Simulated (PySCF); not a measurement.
Nuclear quadrupole coupling in `O[Si@H]1[SiH2]C[SiH2][SiH2][SiH2]1`

Species: CH12OSi5.
Atom-mapped SMILES: `[OH:1][Si@H:2]1[SiH2:3][CH2:4][SiH2:5][SiH2:6][SiH2:7]1` (hydrogens: H8 on O1; H9 on Si2; H10, H11 on Si3; H12, H13 on C4; H14, H15 on Si5; H16, H17 on Si6; H18, H19 on Si7)

Structure used (GFN2-xTB), in Å, numbered top down from 1:
```xyz
19
CH12OSi5 angstrom
O      0.9131   -1.6228    2.0502
Si     0.5726   -1.8682    0.4601
Si    -1.6104   -1.2261    0.0041
C     -1.8279    0.6417    0.3336
Si    -0.8731    1.8532   -0.7915
Si     1.4201    1.7056   -0.4544
Si     2.1908   -0.4952   -0.4790
H      0.4395   -2.0612    2.7510
H      0.7163   -3.3217    0.2276
H     -2.6536   -1.9137    0.7942
H     -1.9643   -1.4757   -1.4007
H     -1.5544    0.8457    1.3712
H     -2.8894    0.8795    0.2582
H     -1.4419    3.1909   -0.5472
H     -1.2475    1.5313   -2.1785
H      2.1069    2.5491   -1.4471
H      1.7701    2.3610    0.8192
H      2.3898   -0.9133   -1.8810
H      3.5336   -0.6507    0.1027
```

Field gradients from the PBE0/pcSseg-1 density (PySCF, non-relativistic), principal values in atomic units, ordered |Vxx| ≤ |Vyy| ≤ |Vzz|:

| atom | Vxx | Vyy | Vzz |
| --- | --- | --- | --- |
| O1 | -0.3982 | -1.1582 | 1.5563 |

Task: Find the asymmetry η = (Vxx − Vyy)/Vzz and the couplings χ = eQV/h (234.96 MHz × Q in barn × V in au), with Q(17O) = −0.0256 b.

Result: 
```csv
atom,environment,nucleus,η,χzz (MHz),χxx (MHz),χyy (MHz)
O1,silanol oxygen,17O,0.49,-9.36,2.39,6.97
```

Task: What is Vzz at O1 in SI units (1 au = 9.71736 × 10²¹ V/m²)?

Result: 1.5563 au = 15.123 × 10²¹ V/m².

Task: And the gradient at the other heavy atoms, for which no coupling is worked out here?

Result: 
```json
{"atom": "Si2", "environment": "oxygen-bound silicon", "Vzz (au)": "0.456", "η": "0.19"}
{"atom": "Si3", "environment": "SiH2 silicon", "Vzz (au)": "0.127", "η": "0.78"}
{"atom": "C4", "environment": "sp3 carbon bound to silicon", "Vzz (au)": "0.031", "η": "0.20"}
{"atom": "Si5", "environment": "SiH2 silicon", "Vzz (au)": "0.108", "η": "0.25"}
{"atom": "Si6", "environment": "SiH2 silicon", "Vzz (au)": "0.079", "η": "0.69"}
{"atom": "Si7", "environment": "SiH2 silicon", "Vzz (au)": "0.094", "η": "0.59"}
```

Were the hydrogens deuterons (Q(2H) = 0.00286 b), χzz would run from 102 kHz (H9) to 347 kHz (H8).

The structure is a single GFN2-xTB conformer in the gas phase; no vibrational or solvent corrections. GFN2-xTB bond lengths can be off by several hundredths of an ångström, more for odd bonds, and the gradients follow them. The basis is small and wasn't made for field gradients, so the couplings can be 20 % off.
